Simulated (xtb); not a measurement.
Sb(Cl)(SiH3)2 (ClH₆SbSi₂), SMILES [Cl][Sb]([SiH3])[SiH3]. All values are semi-empirical tight-binding results from xtb (GFN2-xTB unless named), good for trends rather than for accurate numbers. Geometry: GFN2-xTB. The structure was generated by enumeration; whether it is a known compound was not checked.

Optimised geometry:

Bonded distances (Å): Sb1–Cl2 2.385, Sb1–Si3 2.571, Sb1–Si7 2.571, Si3–H4 1.460, Si3–H5 1.462, Si3–H6 1.460, Si7–H8 1.460, Si7–H9 1.460, Si7–H10 1.462. Angles (°): Cl2–Sb1–Si3 93.9, Cl2–Sb1–Si7 93.9, Si3–Sb1–Si7 94.2, Sb1–Si3–H4 109.6, Sb1–Si3–H5 107.3, Sb1–Si3–H6 115.3, H4–Si3–H5 107.8, H4–Si3–H6 108.5, H5–Si3–H6 108.1, Sb1–Si7–H8 109.6, Sb1–Si7–H9 115.3, Sb1–Si7–H10 107.3, H8–Si7–H9 108.5, H8–Si7–H10 107.8, H9–Si7–H10 108.1.
Charge 0, spin multiplicity 1.

For metal compounds this method's bond lengths and energies can be far off.

point group as xtb finds it: Cs
orbital gap: 3.08 eV
zero-point energy: 30.1 kcal/mol
G − E(el) at 298.15 K (modified RRHO): 7.0 kcal/mol

Computed atomic charges and the Wiberg bond orders between heavy atoms:
charges (e) Sb1 0.14, Cl2 -0.33, Si3 0.39, H4 -0.09, H5 -0.12, H6 -0.08, Si7 0.39, H8 -0.09, H9 -0.08, H10 -0.12. Bond orders Sb1–Cl2 1.06, Sb1–Si3 0.89, Sb1–Si7 0.89.
